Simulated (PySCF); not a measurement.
# How methods differ on the ionisation energy of Ne⁺

Ne⁺ [He] 2s2 2p5 (2P) → Ne²⁺ [He] 2s2 2p4 (3P), as a difference of total energies. Computed with PySCF 2.14 in dyall-acv3z (15s9p4d2f, 76 functions), with the non-relativistic Hamiltonian (point nucleus). Correlated levels: valence and next inner shell: nothing frozen; virtual orbitals above 40 to 60 times the deepest correlated orbital energy dropped. The calculations carry no spin-orbit coupling.

Q: Order these methods by the ionisation energy they give, lowest first.
A. CCSD(T) (valence and next inner shell)
B. UHF
C. CCSD (valence and next inner shell)
D. MP2 (valence and next inner shell)

A: B (39.272 eV), C (40.742 eV), A (40.778 eV), D (40.815 eV).

Errors of the correlated levels include the incompleteness of this basis.

For comparison: 40.963 eV (measured; NIST Atomic Spectra Database, ionization energies).
